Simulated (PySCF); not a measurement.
Molecule: `C1(Cl)=C(Cl)C(=O)OC1=O`, C$_{4}$Cl$_{2}$O$_{3}$.

Geometry (Å), atoms numbered from 1 in this order:
```xyz
9

O     2.2570   -1.1255    0.0056
C     1.1471   -0.7102    0.0017
O     0.0330   -1.5113   -0.0034
C    -1.1134   -0.7569   -0.0074
O    -2.2052   -1.2178   -0.0106
C    -0.6873    0.6768   -0.0061
Cl   -1.8056    1.9360   -0.0127
C     0.6619    0.7049    0.0006
Cl    1.7261    2.0099    0.0073
```

Frames of a GFN2-xTB Langevin trajectory at 200 K; GIAO PBE0/pcSseg-1 shieldings in PySCF, gas phase, non-relativistic; equivalent atoms averaged within each frame.

References, each an isolated molecule treated in the same way: H2O for 17O (σ = 336.08 ppm); 13C (σ = 186.93 ppm) against TMS; 35Cl (σ = 949.78 ppm) vs HCl. The references are static minima.

Question: How do the shifts (ppm) fluctuate along the trajectory?

Answer: 
| time (fs) | O1/O5 | O3 | C2/C4 | C6/C8 | Cl7/Cl9 |
| --- | --- | --- | --- | --- | --- |
| optimised geometry | 484.2 | 303.9 | 163.5 | 148.5 | 220 |
| 250 | 497.9 | 298.0 | 165.3 | 150.0 | 233 |
| 425 | 496.3 | 320.8 | 165.6 | 151.1 | 247 |
| 625 | 489.2 | 302.0 | 165.4 | 146.9 | 214 |
| 800 | 481.6 | 315.6 | 163.5 | 153.9 | 243 |
| 1000 | 477.3 | 323.8 | 163.6 | 151.1 | 239 |
| mean of frames | 488.5 | 312.0 | 164.7 | 150.6 | 235 |
| standard deviation | 9.0 | 11.5 | 1.0 | 2.5 | 13 |

5 frames give an uncertainty of the mean of about the standard deviation over 2.2 at best, since frames this close in time may not be independent; classical motion lacks zero-point vibration, and the reference would need the same averaging.
